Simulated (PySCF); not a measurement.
## Spin-rotation constants: (H2B-mu-PH2)2

Geometry (Å), atoms numbered from 1 in this order:
```xyz
12

B    -1.396    0.081   -0.161
H    -1.898    0.759   -0.994
H    -2.152   -0.521    0.524
P    -0.041    1.045    0.878
B     1.397   -0.077    0.156
H     1.909   -0.751    0.985
H     2.144    0.531   -0.535
P     0.040   -1.047   -0.876
H    -0.196    1.082    2.257
H     0.057    2.419    0.707
H    -0.059   -2.419   -0.687
H     0.194   -1.102   -2.254
```

Method: PySCF 2.14.0, GIAO wB97X/def2-SVP magnetisability, rotational g tensor and spin-rotation constants, non-relativistic, gas phase. Geometry: GFN2-xTB.

Question: Give the nuclear spin-rotation constants along the inertial axes (H = +C I·J) beside the isotropic shieldings.

Answer: Rotational constants 7.3476, 3.4845, 2.5633 GHz.
| atom | isotope | Caa (kHz) | Cbb (kHz) | Ccc (kHz) | mean (kHz) | σ (ppm) |
| --- | --- | --- | --- | --- | --- | --- |
| B1 | 11B | 0.561 | 0.331 | 0.349 | 0.414 | 150.5 |
| H2 | 1H | -0.750 | -0.204 | -0.005 | -0.320 | 29.3 |
| H3 | 1H | -0.750 | -0.200 | -0.008 | -0.320 | 29.3 |
| P4 | 31P | 9.663 | 3.075 | 1.994 | 4.911 | 558.0 |
| B5 | 11B | 0.561 | 0.331 | 0.349 | 0.413 | 150.5 |
| H6 | 1H | -0.750 | -0.200 | -0.008 | -0.320 | 29.3 |
| H7 | 1H | -0.750 | -0.204 | -0.005 | -0.320 | 29.3 |
| P8 | 31P | 9.663 | 3.075 | 1.993 | 4.910 | 558.0 |
| H9 | 1H | -0.294 | -0.394 | -0.068 | -0.252 | 28.4 |
| H10 | 1H | -0.273 | -0.394 | -0.076 | -0.248 | 28.4 |
| H11 | 1H | -0.287 | -0.394 | -0.071 | -0.251 | 28.4 |
| H12 | 1H | -0.281 | -0.394 | -0.073 | -0.249 | 28.4 |

For the geometry as given, no vibrational averaging.
